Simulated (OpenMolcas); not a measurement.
Ce3+ in a ligand field

Ce3+ with 6 ligands (chloride) in octahedral coordination (Oh) at 2.77 Å. A charge of +0.5 e stands 2.4 Å behind each ligand. Ligand basis ANO-RCC-VDZP.

* Program: OpenMolcas
* Method: SS-CASPT2, IPEA 0.25 Eh, imaginary shift 0.1 Eh (closed shells correlated: 5s 5p and the ligand valence shells)
* Basis: ANO-RCC-VDZP [7s6p4d2f1g]
* Scalar Hamiltonian: DKH2, point nucleus
* Active space: 1 electron in 7 orbitals (4f)
* State averaging: 2S+1 = 2 odd, 7 roots
* Spin-orbit coupling: state interaction with AMFI integrals over the reference wave functions

The lowest spin-free states (labels of O, the rotations of Oh), above the lowest:

```
State  Degeneracy  E (cm-1)  Free-ion L (%)
  2A2           1         0         F (100)
  2T2           3        11         F (100)
  2T1           3       690         F (100)
```

The lowest levels with spin-orbit coupling:

```tsv
E (cm-1)	Degeneracy	Label	2S+1	J	|mJ| (%)	g
0	2	Γ7	2	2.52	3/2 (83)	1.42 1.42 1.42
400	4	Γ8	2	2.53	1/2 (49)	
2370	2	Γ7	2	3.52	5/2 (75)	3.42 3.42 3.42
2670	4	Γ8	2	3.49	3/2 (37)	
3050	2	Γ6	2	3.49	1/2 (58)	2.63 2.63 2.63
```

Powder χT (cm3 K/mol): 0.194 at 2 K, 0.21 at 10 K, 0.29 at 50 K, 0.39 at 100 K, 0.562 at 200 K, 0.661 at 300 K. The effective moment at 300 K is 2.828 √(χT) = 2.30 μB.

Hund's rules give f1 the level 2F5/2 with g = 0.857, so an isolated free-ion multiplet has χT = g² J(J+1) / 8 = 0.804 cm3 K/mol. The computed 0.661 at 300 K differs by -18 %, through the field's splitting, the mixing of terms and any other multiplet in reach.

Stevens parameters of the J = 5/2 multiplet, which is 396 cm-1 wide (cm-1, z along the main axis): B40 = 1.095e+00, B44 = 5.523e+00.

Roots that are degenerate in the reference are averaged as groups; the widest CASPT2 spread within a group is 210 cm-1 (the 3-fold group of multiplicity 2 near 693 cm-1 above the lowest state of its run). Shifts and gaps below about the spread of the groups concerned are not significant. Over all roots computed the reference weight is 0.67 to 0.68; a low but even weight reflects the number of correlated electrons. Splittings of an f shell from a small cluster at a set distance can be off by tens of per cent, mostly too small. No measured value stands beside these numbers; the geometry was imposed, not optimised, and the real ion may take another.

The CASPT2 steps took 36 s on 1 thread of Arm Neoverse V1 (shared host); the integral step is not counted.
